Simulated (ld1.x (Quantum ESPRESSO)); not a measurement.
Cutoff test, zinc (Zn), TM

zinc (Zn), norm-conserving Troullier–Martins (Kleinman–Bylander form), made with ld1.x (Quantum ESPRESSO) 7.5 (PBE, non-relativistic). Core [Ne] 3s2, reference 3p6 3d10 4s2 4p0. Waves: 3p (bound): rc 0.60 bohr; 3d (bound): rc 1.45 bohr; 4s (bound): rc 1.50 bohr. Local part: the s channel. Core correction: a·sin(br)/r model core, default radius (core density twice the valence density).

The pseudo-atom Hamiltonian at the reference potential is diagonalised in spherical Bessel functions j_l(qr) that vanish at 20 bohr, with q² up to the cutoff. All-electron valence levels (Ry): 3p -6.0542, 4p -0.0852, 3d -0.7766, 4s -0.4281.

Task: How do the lowest levels (Ry) of each channel move with the cutoff, and are there ghosts?

Result:

```json
{"cutoff (Ry)": "8", "p #1": "-0.3257", "p #2": "0.0265", "p #3": "0.1163", "d #1": "0.0647", "d #2": "0.1513", "s #1": "-0.4042", "f #1": "0.1139", "Σ f·Δε (mRy)": "42831.2"}
{"cutoff (Ry)": "15", "p #1": "-1.0629", "p #2": "-0.0064", "p #3": "0.0782", "d #1": "0.0647", "d #2": "0.1513", "s #1": "-0.4072", "f #1": "0.1139", "Σ f·Δε (mRy)": "38402.2"}
{"cutoff (Ry)": "25", "p #1": "-3.3847", "p #2": "-0.0417", "p #3": "0.0612", "d #1": "0.0647", "d #2": "0.1512", "s #1": "-0.4205", "f #1": "0.1139", "Σ f·Δε (mRy)": "24445.0"}
{"cutoff (Ry)": "35", "p #1": "-4.9702", "p #2": "-0.0486", "p #3": "0.0590", "d #1": "0.0646", "d #2": "0.1508", "s #1": "-0.4261", "f #1": "0.1139", "Σ f·Δε (mRy)": "14919.8"}
{"cutoff (Ry)": "50", "p #1": "-5.7852", "p #2": "-0.0510", "p #3": "0.0583", "d #1": "0.0638", "d #2": "0.1451", "s #1": "-0.4268", "f #1": "0.1139", "Σ f·Δε (mRy)": "10020.4"}
{"cutoff (Ry)": "70", "p #1": "-6.0109", "p #2": "-0.0521", "p #3": "0.0579", "d #1": "-0.3927", "d #2": "0.0659", "s #1": "-0.4279", "f #1": "0.1139", "Σ f·Δε (mRy)": "4098.8"}
{"cutoff (Ry)": "100", "p #1": "-6.0292", "p #2": "-0.0523", "p #3": "0.0579", "d #1": "-0.7466", "d #2": "0.0655", "s #1": "-0.4280", "f #1": "0.1139", "Σ f·Δε (mRy)": "449.8"}
{"cutoff (Ry)": "140", "p #1": "-6.0406", "p #2": "-0.0524", "p #3": "0.0579", "d #1": "-0.7760", "d #2": "0.0655", "s #1": "-0.4281", "f #1": "0.1139", "Σ f·Δε (mRy)": "86.8"}
{"cutoff (Ry)": "180", "p #1": "-6.0507", "p #2": "-0.0524", "p #3": "0.0579", "d #1": "-0.7762", "d #2": "0.0655", "s #1": "-0.4281", "f #1": "0.1139", "Σ f·Δε (mRy)": "24.6"}
{"cutoff (Ry)": "260", "p #1": "-6.0531", "p #2": "-0.0524", "p #3": "0.0579", "d #1": "-0.7766", "d #2": "0.0655", "s #1": "-0.4281", "f #1": "0.1139", "Σ f·Δε (mRy)": "5.8"}
{"cutoff (Ry)": "400", "p #1": "-6.0541", "p #2": "-0.0524", "p #3": "0.0579", "d #1": "-0.7766", "d #2": "0.0655", "s #1": "-0.4281", "f #1": "0.1139", "Σ f·Δε (mRy)": "0.0"}
```

Result: no extra level below or beside the all-electron valence levels (p, d, s, f tested); 10 mRy is reached at 230 Ry and 1 mRy at over 300 Ry.

Its largest configuration-test error is -1587 meV.
